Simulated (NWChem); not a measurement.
System: CH6BeGe; SMILES [CH3][Be][GeH3]

Input file for NWChem:

```
start job
memory heap 200 mb stack 900 mb global 1100 mb
geometry units angstroms noautosym nocenter noautoz
  Be     0.000000     0.000000     1.271425
  C      0.000000     0.000000     2.947516
  H     -0.187634    -1.006195     3.364393
  H     -0.777573     0.665594     3.364393
  H      0.965208     0.340602     3.364393
  Ge     0.000000     0.000000    -0.934462
  H     -0.111702     1.419572    -1.537611
  H      1.285237    -0.613050    -1.537611
  H     -1.173535    -0.806523    -1.537611
end
basis spherical
  * library cc-pvtz
end
dft
  xc hfexch
  iterations 150
  semidirect filesize 400000000
end
property
  efieldgrad
end
task dft property
```

The geometry was optimised at PBE0/def2-SVP.

Vzz is the largest principal value of the second derivative of the potential at the nucleus (NWChem prints the opposite sign); η is the asymmetry. Non-relativistic.

Atoms are numbered as in the input.

Question: Predict the main results of this run. (Hartree-Fock/cc-pVTZ.) Quantities: Vzz Be1 (a.u.); η Be1; Vzz Ge6 (a.u.); η Ge6.

Answer: 
```yaml
Vzz Be1 (a.u.): -0.283
"η Be1": 0.00
Vzz Ge6 (a.u.): -0.747
"η Ge6": 0.00
```
